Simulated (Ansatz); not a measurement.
Basis sets over 5 cases of the dipole moment at PBE0 with Ansatz (Ga to Br present), each against its own reference: (a) the value in aug-cc-pV5Z; (b) the value in aug-pcseg-3. By their distance from other large sets or by the extrapolation step the references are unsure by up to roughly 0.006 D. B3LYP-D3(BJ)/def2-TZVP geometries; no added dispersion term; no relativity. Cartesian d functions in some cases of 6-311G**. (X+d) sets on Al to Cl for cc-pVXZ and aug-cc-pVXZ. 

Cases are drawn at random; left out are references unsure by over 0.017 D, dipoles under 0.05 D, doubtful singlets, and cases whose largest runs show a restricted determinant unstable towards unrestricted orbitals, <S^2> over 0.1 too high or, where CCSD(T) ran, T1 over 0.025 (0.045 for open shells). Sets are drawn from those converged to one state in every case.

Cases (SMILES) and reference values:
- [Ga][F] (F-Ga) (closed-shell singlet): 2.388 D (b)
- BrCl (Cl-Br): 0.483 D (b)
- [Ga][Cl] (Cl-Ga) (closed-shell singlet): 2.578 D (b)
- [Ge]=[S] (S-Ge) (closed-shell singlet): 2.261 D (b)
- Br (HBr): 0.872 D (a)

Q: Rank these sets by mean absolute deviation from the references, smallest first: cc-pVTZ; 6-311G**; aug-pcseg-1; pcseg-3; cc-pVDZ.

A: pcseg-3 (0.013 D, signed 0.010), aug-pcseg-1 (0.029 D, signed 0.008), cc-pVTZ (0.080 D, signed -0.037), cc-pVDZ (0.159 D, signed -0.035), 6-311G** (0.212 D, signed 0.159)

Ansatz is a program for electronic structure.
